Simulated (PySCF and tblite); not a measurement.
Results of a calculation; reference values are marked as such.
C₈H₇FO₂, numbered as in [CH2:1]=[C:2]1[CH:3]=[CH:4][C:5]([F:6])=[C:7]1[C:8](=[O:9])[O:10][CH3:11].

Geometries GFN2-xTB; weights from PBE0-D3(BJ)/pcSseg-1 energies and GFN2-xTB thermal corrections, with symmetry numbers and mirror pairs. Conformers within 2.5 kcal/mol (GFN2-xTB free energy) were kept, 4 at most. Codes: tblite and PySCF.

Torsions listed: C2–C7–C8–O10, O9–C8–O10–C11. The 5-ring runs over atoms 2–3–4–5–7.

```tsv
conformer	shape	symmetry	E(GFN2) kcal/mol
1	5-ring flat; 180°, 0°	Cs	0.00
2	5-ring flat; 0°, 0°	Cs	2.08
```

**Question.** Which of these conformers is the most populated at 298.15 K, and with what share?

**Answer.** Conformer 1, about 93 %.

**Question.** Give the DFT energies and free energies relative to the lowest, and all weights.

**Answer.** 
```tsv
conformer	shape	E(DFT) kcal/mol	G(298.15 K) kcal/mol	weight %
1	5-ring flat; 180°, 0°	0.00	0.00	92.7
2	5-ring flat; 0°, 0°	1.59	1.51	7.3
```

**Question.** How does its share change from 250 K to 350 K?

**Answer.** From 96 % to 89 %; the mixing entropy goes from 0.36 to 0.67 cal/(mol K).

The minima are those of GFN2-xTB; planar forms about aryl–S or allylic bonds may be saddles in DFT.


Conformer gaps in pcSseg-1 on xTB geometries can be 2 kcal/mol off for S=O, P=O and other polar bonds.